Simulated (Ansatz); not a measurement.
Basis-set extrapolation for `N#Cc1cscn1` (PBE0-D4/def2-TZVP geometry, frozen core, Ansatz 0.2.0). Multiplicity 1, RHF reference.

|  | def2-TZVPP | def2-QZVPP |
| --- | --- | --- |
| HF | -659.145035 | -659.166587 |
| MP2 correlation | -1.168231 | -1.248353 |
| CCSD(T) correlation | -1.244198 | not run |

Energies in hartree. Use E(X) = E(∞) + A·exp(−7.88·√X) for Hartree–Fock and E(X) = E(∞) + B·X^(−2.97) for correlation, with X = 3 and 4, and add CCSD(T) minus MP2 of the smaller set to the MP2 limit.

What is the CCSD(T) energy at the basis-set limit?

HF limit: -659.166587 + (-0.021552) × 0.13774 = -659.16956. MP2 limit: -1.248353 + (-0.080122) × 0.74074 = -1.30770. Higher-order term: -1.244198 − (-1.168231) = -0.07597. Total: -660.55323 hartree, 4.46 eV below CCSD(T)/def2-TZVPP.
